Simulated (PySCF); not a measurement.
C2H5NO2Si, SMILES O[Si@@H]1C=NCO1.

Geometry: B3LYP-D3(BJ)/def2-SVP. The structure was generated by enumeration; whether it is a known compound was not checked. Other conformers were not sampled.

Two levels are set side by side: PBE/def2-TZVP (PySCF) and HF/def2-TZVP (PySCF). Same geometry, gas phase. Differences are taken from unrounded values.

```json
[
 {"quantity": "orbital gap (eV)", "HF": "13.69", "PBE": "3.85", "PBE minus HF": "-9.84"},
 {"quantity": "highest occupied level (eV)", "HF": "-11.12", "PBE": "-6.04", "PBE minus HF": "5.08"},
 {"quantity": "lowest empty level (eV)", "HF": "2.57", "PBE": "-2.18", "PBE minus HF": "-4.75"},
 {"quantity": "dipole moment (D)", "HF": "1.00", "PBE": "0.92", "PBE minus HF": "-0.08"},
 {"quantity": "mean polarisability (bohr³)", "HF": "52.8", "PBE": "60.1", "PBE minus HF": "7.2"}
]
```

PBE's occupied levels lie high since its potential decays too fast outside the molecule; exact exchange lowers them and widens the gap. PBE's more diffuse valence density responds more strongly to a field. Differences between two approximate levels are no errors against the true value.

Rough cost on one machine, each run with all the roots and properties that it gave: HF against PBE about 1/3.
